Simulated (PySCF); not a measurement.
**Bond curve of PrC**

Set-up: Pr x2c-SVPall, C x2c-SVPall; spin-free X2C with a Gaussian nucleus (PySCF 2.14). Energies in eV from Pr (4f3 6s2) + C in their ground configurations at the same level. All curves are PBE0. state 1: quartet, about 2.3 electrons in the 4f shell (Mulliken), real f orbitals that mix terms; state 2: Ms = 0.5 determinant of mixed spin, about 2.3 electrons in the 4f shell (Mulliken), real f orbitals that mix terms, a second solution, started from another occupation; state 3: sextet, about 2.3 electrons in the 4f shell (Mulliken), real f orbitals that mix terms, a second solution, started from another occupation.

```json
{"R (Å)": "1.596", "state 1": "-2.591", "state 2": "-2.987", "state 3": "-0.352"}
{"R (Å)": "1.670", "state 1": "-3.330", "state 2": "-3.524", "state 3": "-1.542"}
{"R (Å)": "1.745", "state 1": "-3.750", "state 2": "-3.795", "state 3": "-2.378"}
{"R (Å)": "1.800", "state 1": "-3.904", "state 2": "-3.877", "state 3": "-2.823"}
{"R (Å)": "1.856", "state 1": "-3.950", "state 2": "-3.877", "state 3": "-3.136"}
{"R (Å)": "1.912", "state 1": "-3.909", "state 2": "-3.809", "state 3": "-3.341"}
{"R (Å)": "1.986", "state 1": "-3.747", "state 2": "-3.633", "state 3": "-3.472"}
{"R (Å)": "2.079", "state 1": "-3.418", "state 2": "-3.306", "state 3": "-3.461"}
{"R (Å)": "2.190", "state 1": "-2.903", "state 2": "-2.811", "state 3": "-3.270"}
{"R (Å)": "2.339", "state 1": "-2.143", "state 2": "-2.141", "state 3": "-2.852"}
```

Question: Put a parabola through the three lowest points of the state 1 curve and estimate Re, k and ωe (reduced mass 11.06 u; 1 eV/Å² = 0.16022 mdyn/Å; ωe = 1302.8·√(k/μ) cm⁻¹).

Answer: Through R = 1.8, 1.856, 1.912 Å the second-order coefficient is 13.9 eV/Å², so Re ≈ 1.858 Å, k ≈ 4.44 mdyn/Å and ωe ≈ 826 cm⁻¹. A polynomial fit of higher order to the unrounded PBE0 energies gives Re = 1.855 Å, k = 4.52 mdyn/Å, ωe = 833 cm⁻¹; anharmonicity and rounding make the difference.

The higher-order fit for each curve: state 1: Re = 1.855 Å, ωe = 833 cm⁻¹, De = 3.95 eV; state 2: Re = 1.828 Å, ωe = 765 cm⁻¹, minimum 3.89 eV below the ground-state fragments; state 3: Re = 2.025 Å, ωe = 701 cm⁻¹, minimum 3.49 eV below the ground-state fragments.

⟨S²⟩ of the unrestricted solution departs from its pure value on part of the curve, where spin states mix. These are scalar-relativistic numbers at best; spin–orbit coupling would shift them, the dissociation energy most. With d or f electrons several states lie close, and the lowest PBE0 determinant need not be the measured ground state.
